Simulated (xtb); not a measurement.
C6H11O (SMILES [CH2]C(C)CC(C)=O), doublet, at a GFN2-xTB geometry; GFN2-xTB with GBSA(toluene) (xtb).

The xtb input:
```
$ xtb mol.xyz --gfn 2 --uhf 1 --gbsa toluene --json

# file mol.xyz
18

C     -1.65634730     1.87644218    -0.36374093
C     -0.95294037     0.59143025    -0.45007657
C     -1.88348433    -0.59191470    -0.19904834
C      0.21475076     0.58077831     0.60352342
C      1.13290251    -0.58691461     0.34703274
C      2.26085605    -0.29995557    -0.61177397
O      0.96462992    -1.67010032     0.85157167
H     -2.48157420     1.99773403     0.31076320
H     -1.25949758     2.75053785    -0.84352557
H     -0.48813316     0.49254899    -1.43902477
H     -2.62839017    -0.65616209    -0.98871208
H     -2.39751921    -0.47206496     0.75176355
H     -1.32384492    -1.52292057    -0.17051116
H     -0.22966139     0.49164889     1.59477409
H      0.76497174     1.51843168     0.52816450
H      1.89641650     0.24134051    -1.48135408
H      2.73905432    -1.22539475    -0.92137717
H      2.99671484     0.32590792    -0.10903183
```

It wrote (shortened):

```
   ID    Z sym.   atoms
    1    6 C      1-6
    2    8 O      7
    3    1 H      8-18

           -------------------------------------------------
          |                Calculation Setup                |
           -------------------------------------------------

           -------------------------------------------------
          |                 G F N 2 - x T B                 |
           -------------------------------------------------

      * Solvation model:               GBSA
        Solvent                        toluene
        Parameter file                 internal GFN2-xTB/GBSA
        Dielectric constant                7.0000E+00
        Reference state                gsolv [1 M gas/solution]
        Free energy shift                  4.5239E-03 Eh       2.8388E+00 kcal/mol
        Temperature                        2.9815E+02 K
        Density                            8.6700E-01 kg/L
        Solvent mass                       9.2140E+01 g/mol
        Interaction kernel             Still
        Born radius scaling (c1)           1.5686E+00
        Born radii integrator          GBOBC
        Born offset                        0.0000E+00 a0       0.0000E+00 AA
        H-bond correction              false
        Ion screening                  false
        Surface tension                    1.0000E-05 Eh       1.5569E+01 dyn/cm
        Grid points                               230 per atom

          ...................................................
          :                      SETUP                      :
          :.................................................:
          :  # basis functions                  39          :
          :  # atomic orbitals                  39          :
          :  # shells                           25          :
          :  # electrons                        41          :
          :  max. iterations                   250          :
          :  Hamiltonian                  GFN2-xTB          :
          :  restarted?                      false          :
          :  GBSA solvation                   true          :
          :  PC potential                    false          :
          :  electronic temp.          300.0000000     K    :
          :  accuracy                    1.0000000          :
          :  -> integral cutoff          0.2500000E+02      :
          :  -> integral neglect         0.1000000E-07      :
          :  -> SCF convergence          0.1000000E-05 Eh   :
          :  -> wf. convergence          0.1000000E-03 e    :
          :  Broyden damping             0.4000000          :
          :  net charge                          0          :
          :  unpaired electrons                  1          :
          ...................................................

 iter      E             dE          RMSdq      gap      omega  full diag
   1    -22.6727145 -0.226727E+02  0.370E+00    2.22       0.0  T
   2    -22.7356633 -0.629489E-01  0.186E+00    1.72       1.0  T
   3    -22.7403450 -0.468169E-02  0.113E+00    2.22       1.0  T
   4    -22.7432583 -0.291327E-02  0.207E-01    1.81       1.0  T
   5    -22.7435866 -0.328306E-03  0.742E-02    1.90       1.0  T
   6    -22.7435963 -0.972376E-05  0.317E-02    1.89       1.0  T
   7    -22.7435980 -0.167301E-05  0.100E-02    1.90       2.4  T
   8    -22.7435983 -0.264525E-06  0.207E-03    1.90      11.4  T
   9    -22.7435983 -0.747626E-08  0.109E-03    1.90      21.7  T
  10    -22.7435983 -0.294294E-08  0.165E-04    1.90     143.2  T
  11    -22.7435983 -0.728413E-10  0.773E-05    1.90     304.7  T

   *** convergence criteria satisfied after 11 iterations ***

         :::::::::::::::::::::::::::::::::::::::::::::::::::::
         ::                     SUMMARY                     ::
         :::::::::::::::::::::::::::::::::::::::::::::::::::::
         :: total energy             -22.439651172062 Eh    ::
         :: total w/o Gsasa/hb       -22.432439934008 Eh    ::
         :: gradient norm              0.015922788248 Eh/a0 ::
         :: HOMO-LUMO gap              1.896678090240 eV    ::
         ::.................................................::
         :: SCC energy               -22.743558081848 Eh    ::
         :: -> isotropic ES            0.034813003134 Eh    ::
         :: -> anisotropic ES          0.003437098942 Eh    ::
         :: -> anisotropic XC          0.012322897310 Eh    ::
         :: -> dispersion             -0.011076005238 Eh    ::
         :: -> Gsolv                  -0.012002511537 Eh    ::
         ::    -> Gelec               -0.004791273483 Eh    ::
         ::    -> Gsasa               -0.011735117926 Eh    ::
         ::    -> Ghb                  0.000000000000 Eh    ::
         ::    -> Gshift               0.004523879872 Eh    ::
         :: repulsion energy           0.303906909786 Eh    ::
         :: add. restraining           0.000000000000 Eh    ::
         :: total charge              -0.000000000000 e     ::
         :::::::::::::::::::::::::::::::::::::::::::::::::::::

           -------------------------------------------------
          |                Property Printout                |
           -------------------------------------------------

    * Orbital Energies and Occupations

         #    Occupation            Energy/Eh            Energy/eV
      -------------------------------------------------------------
         1        2.0000           -0.7146852             -19.4476
       ...           ...                  ...                  ...
         9        2.0000           -0.5360381             -14.5863
        10        2.0000           -0.5291230             -14.3982
        11        2.0000           -0.5051591             -13.7461
        12        2.0000           -0.4929044             -13.4126
        13        2.0000           -0.4830717             -13.1451
        14        2.0000           -0.4766360             -12.9699
        15        2.0000           -0.4690596             -12.7638
        16        2.0000           -0.4658898             -12.6775
        17        2.0000           -0.4481019             -12.1935
        18        2.0000           -0.4464764             -12.1492
        19        2.0000           -0.4362322             -11.8705
        20        2.0000           -0.3984725             -10.8430
        21        1.0000           -0.3194560              -8.6928 (HOMO)
        22                         -0.2497544              -6.7962 (LUMO)
        23                          0.0723869               1.9697
        24                          0.0854037               2.3240
        25                          0.0991563               2.6982
        26                          0.1191960               3.2435
        27                          0.1408310               3.8322
        28                          0.1589305               4.3247
        29                          0.1702498               4.6327
        30                          0.1815038               4.9390
        31                          0.2016640               5.4876
        32                          0.2062651               5.6128
       ...                                ...                  ...
        39                          0.6270574              17.0631
      -------------------------------------------------------------
                  HL-Gap            0.0697016 Eh            1.8967 eV
             Fermi-level           -0.3217847 Eh           -8.7562 eV

     #   Z          covCN         q      C6AA      α(0)
     1   6 C        2.842    -0.108    30.727     9.084
     2   6 C        3.849     0.009    20.386     6.422
     3   6 C        3.757    -0.107    22.592     6.777
     4   6 C        3.806    -0.088    22.173     6.703
     5   6 C        2.811     0.246    22.874     7.836
     6   6 C        3.754    -0.142    23.302     6.883
     7   8 O        0.857    -0.407    21.821     6.263
     8   1 H        0.926     0.043     2.406     2.425
     9   1 H        0.926     0.040     2.450     2.447
    10   1 H        0.924     0.045     2.387     2.416
    11   1 H        0.925     0.041     2.435     2.440
    12   1 H        0.925     0.044     2.392     2.419
    13   1 H        0.925     0.041     2.433     2.439
    14   1 H        0.925     0.062     2.173     2.305
    15   1 H        0.925     0.061     2.187     2.313
    16   1 H        0.925     0.076     2.022     2.224
    17   1 H        0.925     0.064     2.152     2.294
    18   1 H        0.925     0.079     1.993     2.208

 Mol. C6AA /au·bohr⁶  :       2526.971847
 Mol. C8AA /au·bohr⁸  :      55125.566061
 Mol. α(0) /au        :         75.899075

Wiberg/Mayer (AO) data.
largest (>0.10) Wiberg bond orders for each atom

 ---------------------------------------------------------------------------
     #   Z sym  total        # sym  WBO       # sym  WBO       # sym  WBO
 ---------------------------------------------------------------------------
     1   6 C    3.248 --     2 C    1.103     9 H    0.984     8 H    0.983
     2   6 C    3.992 --     1 C    1.103     3 C    1.004    10 H    0.952
                             4 C    0.887
     3   6 C    3.995 --     2 C    1.004    12 H    0.985    11 H    0.985
                            13 H    0.984
     4   6 C    3.988 --     5 C    0.999    15 H    0.970    14 H    0.970
                             2 C    0.887
     5   6 C    3.912 --     7 O    1.816     6 C    1.009     4 C    0.999
     6   6 C    3.994 --     5 C    1.009    17 H    0.982    16 H    0.964
                            18 H    0.952
     7   8 O    2.046 --     5 C    1.816
     8   1 H    0.998 --     1 C    0.983
     9   1 H    0.998 --     1 C    0.984
    10   1 H    0.998 --     2 C    0.952
    11   1 H    0.998 --     3 C    0.985
    12   1 H    0.998 --     3 C    0.985
    13   1 H    0.998 --     3 C    0.984
    14   1 H    0.996 --     4 C    0.970
    15   1 H    0.996 --     4 C    0.970
    16   1 H    0.994 --     6 C    0.964
    17   1 H    0.995 --     6 C    0.982
    18   1 H    0.994 --     6 C    0.952
 ---------------------------------------------------------------------------

Topologies differ in total number of bonds
Writing topology from bond orders to xtbtopo.mol

molecular dipole:
                 x           y           z       tot (Debye)
 q only:        0.107       1.113      -0.601
   full:        0.177       1.252      -0.618       3.577
molecular quadrupole (traceless):
                xx          xy          yy          xz          yz          zz
 q only:        4.269       3.163      -4.427      -2.546       3.186       0.157
  q+dip:        4.368       3.372      -5.003      -3.819       3.867       0.635
   full:        4.562       3.706      -5.447      -2.743       4.190       0.885

           -------------------------------------------------
          | TOTAL ENERGY              -22.439651172062 Eh   |
          | GRADIENT NORM               0.015922788248 Eh/α |
          | HOMO-LUMO GAP               1.896678090240 eV   |
           -------------------------------------------------

normal termination of xtb
```
